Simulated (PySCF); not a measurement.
## Atomic charges by several schemes

Species: C₅H₈P₂Si.
Z-matrix (Å and degrees, GFN2-xTB geometry), rows numbered from 1:
```
C 
C   1  1.5041
C   2  1.3839  1  118.63
P   3  1.7342  2  129.25  1   179.94
C   4  1.7372  3  104.88  2     0.18
Si  5  1.9018  4  116.69  3  -178.96
P   5  1.7393  4  127.79  3     0.75
C   2  1.3867  1  117.49  3  -179.07
H   1  1.0904  2  109.78  3   100.39
H   1  1.0883  2  110.73  3  -140.64
H   1  1.0873  2  111.23  3   -19.39
H   3  1.0857  2  117.05  1     0.41
H   6  1.4632  5  108.11  4     0.11
H   6  1.4654  5  109.02  4  -120.67
H   6  1.4656  5  108.78  4   120.49
H   8  1.0858  2  116.73  1    -0.39
```

Density: PBE0/pcSseg-1 (PySCF); schemes: Mulliken, IAO, Hirshfeld and ESP-fitted. Geometry: GFN2-xTB; no solvent, vibrations or thermal averaging. GFN2-xTB frequencies show an imaginary mode (37i cm⁻¹), so this geometry is no minimum at that level.

Question: For which atoms does the sign change between the 4 schemes (beyond +0.03 e in one, beyond −0.03 e in another)?

Answer: C2, C3, P4, C5, P7 and C8.

Question: Do the Mulliken, IAO, Hirshfeld and ESP-fitted schemes agree on where the charge is lowest?

Answer: The schemes don't all agree: Mulliken C5 (-0.995); IAO C5 (-0.746); Hirshfeld C5 (-0.213); ESP-fitted C1 (-0.556).

Question: At which atom do the 4 schemes differ most?

Answer: At C5: from -0.995 (Mulliken) to +0.146 e (ESP-fitted), 1.141 e apart.

Question: Tabulate the Mulliken, IAO, Hirshfeld and ESP-fitted charges.

Answer: In e:

```json
{"atom": "C1", "environment": "benzylic-type carbon", "Mulliken": "-0.141", "IAO": "-0.425", "Hirshfeld": "-0.112", "ESP-fitted": "-0.556"}
{"atom": "C2", "environment": "substituted aromatic carbon", "Mulliken": "-0.262", "IAO": "+0.056", "Hirshfeld": "+0.025", "ESP-fitted": "-0.095"}
{"atom": "C3", "environment": "aromatic CH carbon", "Mulliken": "-0.342", "IAO": "-0.389", "Hirshfeld": "-0.110", "ESP-fitted": "+0.099"}
{"atom": "P4", "environment": "phosphorus bonded to 2 C", "Mulliken": "+0.533", "IAO": "+0.418", "Hirshfeld": "+0.110", "ESP-fitted": "-0.264"}
{"atom": "C5", "environment": "substituted aromatic carbon", "Mulliken": "-0.995", "IAO": "-0.746", "Hirshfeld": "-0.213", "ESP-fitted": "+0.146"}
{"atom": "Si6", "environment": "SiH3 silicon", "Mulliken": "+0.610", "IAO": "+0.612", "Hirshfeld": "+0.285", "ESP-fitted": "+0.337"}
{"atom": "P7", "environment": "phosphorus bonded to 2 C", "Mulliken": "+0.537", "IAO": "+0.419", "Hirshfeld": "+0.112", "ESP-fitted": "-0.258"}
{"atom": "C8", "environment": "aromatic CH carbon", "Mulliken": "-0.350", "IAO": "-0.388", "Hirshfeld": "-0.109", "ESP-fitted": "+0.086"}
{"atom": "H9", "environment": "methyl hydrogen", "Mulliken": "+0.145", "IAO": "+0.162", "Hirshfeld": "+0.052", "ESP-fitted": "+0.179"}
{"atom": "H10", "environment": "methyl hydrogen", "Mulliken": "+0.132", "IAO": "+0.154", "Hirshfeld": "+0.050", "ESP-fitted": "+0.174"}
{"atom": "H11", "environment": "methyl hydrogen", "Mulliken": "+0.120", "IAO": "+0.150", "Hirshfeld": "+0.049", "ESP-fitted": "+0.170"}
{"atom": "H12", "environment": "aromatic hydrogen", "Mulliken": "+0.124", "IAO": "+0.160", "Hirshfeld": "+0.044", "ESP-fitted": "+0.116"}
{"atom": "H13", "environment": "Si–H hydrogen", "Mulliken": "-0.086", "IAO": "-0.110", "Hirshfeld": "-0.074", "ESP-fitted": "-0.081"}
{"atom": "H14", "environment": "Si–H hydrogen", "Mulliken": "-0.074", "IAO": "-0.116", "Hirshfeld": "-0.076", "ESP-fitted": "-0.086"}
{"atom": "H15", "environment": "Si–H hydrogen", "Mulliken": "-0.074", "IAO": "-0.116", "Hirshfeld": "-0.076", "ESP-fitted": "-0.087"}
{"atom": "H16", "environment": "aromatic hydrogen", "Mulliken": "+0.121", "IAO": "+0.160", "Hirshfeld": "+0.045", "ESP-fitted": "+0.120"}
```

Mean size of the charges over all atoms: Mulliken 0.290 e, IAO 0.286 e, ESP-fitted 0.178 e, Hirshfeld 0.096 e. Each set sums to the total charge, 0, to within 0.001 e. The Mulliken scheme counts on each atom the diagonal of the density matrix times the overlap matrix over that atom's basis functions. The Hirshfeld scheme divides the density at each point in proportion to the densities of the neutral, spherically averaged free atoms.

Question: Sum the charges by element, for elements with more than one atom.

Answer: 
```
element  atoms  Mulliken     IAO  Hirshfeld  ESP-fitted
      C      5    -2.089  -1.893     -0.519      -0.321
      P      2    +1.070  +0.838     +0.222      -0.522
      H      8    +0.409  +0.443     +0.013      +0.505
```

Question: How closely do the schemes follow one another over all atoms?

Answer: Correlation coefficient and root-mean-square difference: IAO with Hirshfeld 0.96, 0.237 e; Mulliken with IAO 0.94, 0.133 e; Mulliken with Hirshfeld 0.89, 0.286 e; Hirshfeld with ESP-fitted 0.26, 0.218 e; IAO with ESP-fitted 0.15, 0.380 e; Mulliken with ESP-fitted -0.05, 0.450 e.

These values come from a run that also computed NMR shieldings. Hardware: an x86-64 server with one thread (shared host). Cost: 22 s.
